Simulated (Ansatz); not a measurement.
The cluster Tl2H⁺. Charge 1, multiplicity 1. Geometry PBE0-D4/def2-TZVP.

Cartesian coordinates in Å:
```
Tl 0.151 1.720 -1.254
Tl -0.150 -1.721 1.253
H -0.001 0.000 0.001
```

In the def2 sets Tl takes a core potential; there is no spin–orbit coupling. B3LYP takes the VWN-RPA correlation. The structure comes from a short search, and lower isomers may exist.

Estimate the orbital energies around the gap (eV) in Ansatz with PBE-D4/def2-SVP, B3LYP-D4/def2-TZVP, PBE0-D4/def2-TZVP, r2SCAN0-D4/def2-TZVP, CAM-B3LYP-D4/def2-TZVP.


```
orbital  PBE-D4/def2-SVP  B3LYP-D4/def2-TZVP  PBE0-D4/def2-TZVP  r2SCAN0-D4/def2-TZVP  CAM-B3LYP-D4/def2-TZVP
 HOMO−9           -20.39              -22.06             -22.47                -22.89                  -23.89
 HOMO−8           -20.28              -21.99             -22.39                -22.82                  -23.84
 HOMO−7           -20.22              -21.90             -22.30                -22.72                  -23.73
 HOMO−6           -20.22              -21.90             -22.30                -22.72                  -23.73
 HOMO−5           -20.21              -21.89             -22.29                -22.71                  -23.71
 HOMO−4           -20.21              -21.89             -22.29                -22.71                  -23.71
 HOMO−3           -20.16              -21.85             -22.25                -22.67                  -23.68
 HOMO−2           -14.89              -15.86             -16.04                -16.30                  -17.55
 HOMO−1           -13.92              -14.72             -14.82                -15.04                  -16.18
   HOMO            -9.94              -10.71             -10.80                -10.96                  -11.95
   LUMO            -6.76               -6.36              -6.04                 -5.86                   -5.28
 LUMO+1            -6.76               -6.36              -6.04                 -5.86                   -5.28
 LUMO+2            -6.25               -5.82              -5.48                 -5.27                   -4.70
 LUMO+3            -6.25               -5.82              -5.48                 -5.27                   -4.70
 LUMO+4            -5.60               -5.19              -4.95                 -4.76                   -4.22
 LUMO+5            -3.01               -2.80              -2.51                 -1.95                   -1.90
```
